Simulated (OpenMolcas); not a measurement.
Computed levels of 5d7 in ions with 75 electrons, in cm-1 above 4F 9/2.

| Item | Value |
| --- | --- |
| Program | OpenMolcas |
| Method | RASSCF |
| Basis | ANO-RCC-VTZP |
| Scalar Hamiltonian | DKH2, point nucleus |
| Spin-orbit coupling | state interaction with AMFI integrals over the reference wave functions, term energies averaged over their components |

Active space for each ion: 13 electrons in 8 orbitals (RAS1 5p, at most 2 holes; RAS2 5d).

```json
{"Level": "4F 7/2", "Ir2+": "7524", "Au4+": "12086"}
{"Level": "4F 5/2", "Ir2+": "9663", "Au4+": "13311"}
{"Level": "4P 5/2", "Ir2+": "16477", "Au4+": "22167"}
{"Level": "2G 9/2", "Ir2+": "17874", "Au4+": "23612"}
{"Level": "4P 1/2", "Ir2+": "19760", "Au4+": "26257"}
{"Level": "2G 7/2", "Ir2+": "23880", "Au4+": "32249"}
{"Level": "2H 11/2", "Ir2+": "24355", "Au4+": "31694"}
{"Level": "2D 5/2(1)", "Ir2+": "26604", "Au4+": "36521"}
{"Level": "2P 1/2", "Ir2+": "30497", "Au4+": "42302"}
```

Problem. Estimate 4F 5/2, 4P 5/2, 2G 9/2 for Pt3+ from its neighbours Ir2+ and Au4+.

Solution. 4F 5/2 is fine structure, which grows about as the fourth power of a screened charge, so the fourth roots are averaged: ((9663^0.25 + 13311^0.25) / 2)^4 = 11378. The calculation gives 11491, so the estimate is off by -1.0 %.
4P 5/2 is another term, which grows about linearly with the charge: (16477 + 22167) / 2 = 19322. The calculation gives 19098, so the estimate is off by +1.2 %.
2G 9/2 is another term, which grows about linearly with the charge: (17874 + 23612) / 2 = 20743. The calculation gives 20626, so the estimate is off by +0.6 %.

Mixed levels, with the weight of the term that names them: Ir2+ 4F 5/2 (75 %), Ir2+ 2G 9/2 (66 %), Ir2+ 4P 1/2 (69 %), Ir2+ 2P 1/2 (69 %), Pt3+ 4F 5/2 (66 %), Pt3+ 2G 9/2 (63 %), Pt3+ 4P 1/2 (67 %), Pt3+ 2D 5/2(1) (72 %), Pt3+ 2P 1/2 (67 %), Au4+ 4F 5/2 (55 %), Au4+ 4P 5/2 (75 %), Au4+ 2G 9/2 (59 %), Au4+ 4P 1/2 (64 %), Au4+ 2D 5/2(1) (68 %), Au4+ 2P 1/2 (64 %).

Without dynamic correlation excited terms often stand tens of per cent too high (terms of higher spin than the ground term too low), and those without a measured partner can miss by more than the paired ones. Active for correlation alone: 5p; no level in the range computed is led by a configuration that opens it, so any true level of that kind is missing. Only configurations of the active space appear.

A number in round brackets counts repeated terms of one configuration in the order of the reference energies.
